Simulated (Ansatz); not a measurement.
## From C to Sn: the atomisation energy (no zero-point term)

Gas-phase molecules, one atom swapped for its congeners: C3H9NO `CNCOC`; C2H9NOSi `CN[SiH2]OC`; C2H9NOSn `C[NH][SnH2][O]C`. The Ge member is missing. All are singlets with charge 0.

Shapes, held fixed at every level: PBE0-D4/def2-TZVP. Flexible molecules stand in one conformer, not always the lowest. Programs: Ansatz 0.2.0. Values in eV.

How should the atomisation energy change along the series?

At CCSD(T)/def2-TZVPP the atomisation energy falls at every step, from 53.23 to 47.88 eV. Every level shows the same order. For atoms past krypton def2 sets carry core potentials with scalar relativity. Outer-core shells of Sn are correlated in most correlated rows, in sets that cover them unevenly. Spin-orbit coupling, which grows down the group, is left out (summed over each molecule's free atoms 0.02, 0.04, 0.32 eV). Coupled cluster in double- or triple-zeta sets underbinds by a few per cent against its basis-set limit. CCSD also lacks the triples, which bind further.

| level | C3H9NO | C2H9NOSi | C2H9NOSn |
| --- | --- | --- | --- |
| HF/def2-TZVPP | 39.04 | 38.78 | 34.33 |
| PBE-D4/def2-TZVPP | 55.88 | 53.91 | 49.81 |
| B3LYP-D4/def2-TZVPP | 54.76 | 53.39 | 49.07 |
| wB97X-V/def2-TZVPP | 54.77 | 53.48 | 49.32 |
| CCSD/def2-TZVPP | 52.47 | 51.27 | 47.15 |
| CCSD(T)/def2-TZVPP | 53.23 | 51.92 | 47.88 |
